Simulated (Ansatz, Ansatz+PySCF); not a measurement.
```yaml
atoms:
  - { symbol: B, position_ang: [0.0000, 0.0000, -0.2609] }
  - { symbol: H, position_ang: [0.0000, 0.0000, 1.3045] }
```

Basis set: 6-31G (spherical functions). Frozen core: 1 orbital. Charge 0, multiplicity 1.

Computed with Ansatz (development build ahead of 0.2.0); each method stands on the lowest determinant of its kind that the runs found. Restricted open shells among the atoms or ions are ROHF, correlated in semicanonical orbitals with singles.

Question: Give the atomization energy at this shape (free ground-state atoms in the same class of orbitals less the molecule, no zero-point energy) of singlet BH by PBE0 (unrestricted), RHF-CCSD(T), RHF-MP2, UHF-MP2, RHF, UHF.

Answer:

```json
{"method": "PBE0 (unrestricted)", "atomization energy": "2.88 eV"}
{"method": "RHF-CCSD(T)", "atomization energy": "2.61 eV"}
{"method": "RHF-MP2", "atomization energy": "2.36 eV"}
{"method": "UHF-MP2", "atomization energy": "2.25 eV"}
{"method": "RHF", "atomization energy": "1.84 eV"}
{"method": "UHF", "atomization energy": "1.93 eV"}
```

Caution for RHF-CCSD(T), RHF-MP2, UHF-MP2: bonds are stretched, where a single reference can fail. Caution for UHF-MP2: another reference gives a lower total. Caution for UHF-MP2, UHF: the unrestricted determinant is spin contaminated.

This basis has no polarisation functions and is too small for such energies, which can lie far from measured ones in either direction.
